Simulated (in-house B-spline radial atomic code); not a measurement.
Inner levels of silver as electrons are removed. A shift is the extra binding of the orbital against the neutral atom ([Kr] 4d10 5s1). The density at the nucleus is averaged over the nuclear charge. Computed with a B-spline radial code for spherical atoms: Dirac-Hartree-Fock, jj configuration that fills j = l - 1/2 first, finite nuclei.

A number in brackets counts the electrons of a j subshell.

| ion | configuration | shift of 1s1/2 (eV) | radius of 1s1/2 (bohr) | Σ<r²> (bohr²) | change of density at nucleus (bohr⁻³) |
| --- | --- | --- | --- | --- | --- |
| Ag29+ | [Ne] 3s2 3p6 | 1419.43 | 0.031106 | 1.133 | 431.07 |
| Ag30+ | [Ne] 3s2 3p1/2(2) 3p3/2(3) | 1522.13 | 0.031102 | 0.99451 | 539.28 |
| Ag31+ | [Ne] 3s2 3p1/2(2) 3p3/2(2) | 1626.67 | 0.031097 | 0.86049 | 650.17 |
| Ag32+ | [Ne] 3s2 3p1/2(2) 3p3/2(1) | 1733.06 | 0.031093 | 0.73079 | 763.76 |
| Ag33+ | [Ne] 3s2 3p1/2(2) | 1841.29 | 0.031088 | 0.60523 | 880.05 |
| Ag34+ | [Ne] 3s2 3p1/2(1) | ? | ? | ? | ? |
| Ag35+ | [Ne] 3s2 | 2070.21 | 0.031077 | 0.375 | 1050.51 |
| Ag36+ | [Ne] 3s1 | 2178.33 | 0.031075 | 0.25563 | -697.3 |
| Ag37+ | [He] 2s2 2p6 | ? | ? | ? | ? |
| Ag38+ | [He] 2s2 2p1/2(2) 2p3/2(3) | 2554.04 | 0.031049 | 0.12082 | -2175.68 |
| Ag39+ | [He] 2s2 2p1/2(2) 2p3/2(2) | 2824.48 | 0.031024 | 0.10297 | -1840.76 |
| Ag40+ | [He] 2s2 2p1/2(2) 2p3/2(1) | 3099.25 | 0.030998 | 0.085817 | -1498.69 |
| Ag41+ | [He] 2s2 2p1/2(2) | 3378.33 | 0.030971 | 0.069315 | -1149.44 |
| Ag42+ | [He] 2s2 2p1/2(1) | 3675.73 | 0.030939 | 0.054402 | -925.8 |
| Ag43+ | [He] 2s2 | 3978.03 | 0.030906 | 0.040093 | -702.17 |
| Ag44+ | [He] 2s1 | ? | ? | ? | ? |
| Ag45+ | 1s2 | 4497.36 | 0.030887 | 0.0025732 | -16521.6 |
| Ag46+ | 1s1 | 5329.06 | 0.030626 | 0.0012637 | -77512.4 |

Question: Fill in the row of Ag34+.

Answer: shift of 1s1/2 (eV): 1954.75; radius of 1s1/2 (bohr): 0.031083; Σ<r²> (bohr²): 0.4882; change of density at nucleus (bohr⁻³): 964.64.

Question: Fill in the row of Ag37+.

Answer: shift of 1s1/2 (eV): 2287.94; radius of 1s1/2 (bohr): 0.031073; Σ<r²> (bohr²): 0.13938; change of density at nucleus (bohr⁻³): -2503.5.

Question: Fill in the row of Ag44+.

Answer: shift of 1s1/2 (eV): 4236.27; radius of 1s1/2 (bohr): 0.030903; Σ<r²> (bohr²): 0.021093; change of density at nucleus (bohr⁻³): -8499.6.
